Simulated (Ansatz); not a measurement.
Consider the redistribution: `[SiH3][SnH3]` + `S[SiH2]CCl` → `ClC[SiH2][SnH3]` + `[SiH3]S`.

Program: Ansatz. Geometries: PBE0-D4/def2-TZVP. ΔE: electronic, gas phase. CCSD(T)/CBS adds triple-zeta CCSD(T) − MP2 to the extrapolated MP2 energy (def2 sets, frozen cores). DFT in def2-TZVPP. def2 core potentials past Kr. For Sn outer-core shells are correlated without core-valence functions, which leaves a few kJ/mol of doubt a bond. One conformer a species, not always the lowest.

| species | revPBE-D4 energy (Eh) |
| --- | --- |
| `[SiH3][SnH3]` | -507.37767 |
| `S[SiH2]CCl` | -1188.87321 |
| `ClC[SiH2][SnH3]` | -1006.24288 |
| `[SiH3]S` | -690.00519 |

**Question.** Work out ΔE.

**Answer.** ΔE = (-1006.24288) + (-690.00519) − (-507.37767) − (-1188.87321) = 0.00281 Eh = +1.8 kcal/mol. CCSD(T)/CBS gives +1.4 kcal/mol.

Largest T1 diagnostic among the species: 0.013.

Leaving LDA and LC-ωPBE aside and taking each functional with its dispersion term where it has one, the values, not all of them listed here, spread over 0.7 kcal/mol, from BHLYP-D4 to r2SCAN-D4. The D4 term adds −0.7 kcal/mol with B3LYP and −0.4 kcal/mol with PBE0; it sums over pairs of atoms, weighted by their polarisabilities, and B3LYP, whose exchange is more repulsive, gets the larger term.

B3LYP here is the variant with VWN-RPA as its local correlation; programs differ in this.
